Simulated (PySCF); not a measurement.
## Telling isomers of C$_{6}$H$_{10}$FNO apart by NMR

Method: PBE0/pcSseg-1 with gauge-including orbitals, geometry: GFN2-xTB, in PySCF 2.14.0 with density-fitted response routines (no solvent, averaged over atoms made equivalent by symmetry, fast rotation or ring inversion, non-relativistic Hamiltonian, one conformer).

Scale: TMS for $^{1}$H (31.72 ppm) and $^{13}$C (186.93 ppm) (reference shieldings calculated alike). Splittings of carbon signals by F and P are missing where no couplings were computed. Where no couplings were computed, multiplicities follow the n + 1 count of equivalent neighbours, and m marks all less simple cases (inequivalent or close neighbours, rings, F or P nearby). Acid and N–H amide carbonyl carbons lie up to 10 ppm further downfield in solution (hydrogen bonding). Shifts are as computed. Against solution values, carbons near 30 ppm lie about +3 ppm off and those near 130 ppm about +5 ppm. Of 1211 compounds with measured shifts, 218 miss one by over three times the rms of a fit or turn the order of signals round; such compounds aren't used in these exercises. OH and NH positions are gas-phase values without hydrogen bonding to other molecules.

(1) Tabulate the signals of `COC1=C(F)N(C)CC1`, `CC(=O)N/C=C(/C)CF` and their relative energies.

(2) What is the quickest way to tell COC1=C(F)N(C)CC1 from CC(=O)N/C=C(/C)CF?

Answers

(1) 
```json
{"SMILES": "COC1=C(F)N(C)CC1", "carbon types": "2×C 2×CH2 2×CH3", "δC": "151.0, 119.9, 59.1, 50.3, 38.9, 30.6", "δH": "3.93 (s, 3H), 2.91 (m, 2H), 2.65 (m, 2H), 2.40 (s, 3H)", "E rel. (kcal/mol)": "37.7"}
{"SMILES": "CC(=O)N/C=C(/C)CF", "carbon types": "2×C 1×CH 1×CH2 2×CH3", "δC": "167.0, 127.5, 110.3, 90.7, 24.3, 19.8", "δH": "7.45 (br, 1H), 7.16 (m, 1H), 5.39 (m, 2H), 1.91 (s, 3H), 1.64 (s, 3H)", "E rel. (kcal/mol)": "0.0"}
```

Energies are electronic energies at PBE0/pcSseg-1 on these geometries, without zero-point or thermal terms, each for the one conformer computed, which needn't be the lowest.

(2) Both give the same number of carbon signals, but DEPT or the intensities differ. The first has an allylic sp3 CH2 at 30.6 ppm, the second an alkene carbon bearing nitrogen (CH) at 127.5 ppm. Their most deshielded carbons lie at 151.0 and 167.0 ppm. In the proton spectra the most deshielded non-exchanging signals are 3.93 (s, 3H) and 7.16 (m, 1H).
